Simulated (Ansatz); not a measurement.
CH3FOSn at its PBE0-D4/def2-TZVP geometry, where that method's forces vanish. Charge 0, multiplicity 1. Sn: def2 effective core potential. The bonds changed during the relaxation, so this is another structure than the one it started from.

```xyz
7

F     1.7134    0.0424   -0.7379
Sn    1.0554    1.6632    0.2018
C    -0.6774   -0.9816    0.4066
O    -0.7207    0.1661    0.7903
H    -0.0416    2.1173   -1.1307
H     0.1559   -1.3334   -0.2178
H    -1.4850   -1.6740    0.6876
```

Problem. What forces (eV/Å) does B3LYP-D4/def2-TZVPP give on these atoms in Ansatz 0.2.0? (Estimate.)

Solution. The calculation gave: 
```
F1   0.121 -0.240 -0.146
Sn2  0.047  0.315  0.177
C3  -0.012 -0.348 -0.101
O4  -0.079  0.205  0.116
H5  -0.057  0.033 -0.069
H6  -0.072  0.009  0.047
H7   0.053  0.027 -0.025
```

B3LYP here is the variant with VWN-RPA as its local correlation; programs differ in this.
